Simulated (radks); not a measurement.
The numbers below are computed, except where a source is named.
Br20+, configuration [Ne] 3s2 3p3. Level of theory: Dirac Kohn-Sham, BLYP, spin-unpolarised, spherical densities, finite nucleus; open shells fill j = l - 1/2 first; Fermi nuclear charge, rms radius 4.1629 fm (a radial shooting solver on a logarithmic mesh with Libxc functionals). Some entries of the table are withheld. Estimate them.

orbital  occ.  eigenvalue (eV)  <r^2> (bohr^2)
1s1/2       2        -14147.38        0.002460
2s1/2       2        -2542.263         0.04130
2p1/2       2              (1)         0.03163
2p3/2       4              (2)         0.03299
3s1/2       2        -903.0292          0.2574
3p1/2       2              (3)             (4)
3p3/2       1              (5)             (6)

Answer. 
(1) 2p1/2 eigenvalue (eV): -2376.595
(2) 2p3/2 eigenvalue (eV): -2328.149
(3) 3p1/2 eigenvalue (eV): -846.8561
(4) 3p1/2 <r^2> (bohr^2): 0.2458
(5) 3p3/2 eigenvalue (eV): -836.3199
(6) 3p3/2 <r^2> (bohr^2): 0.2521
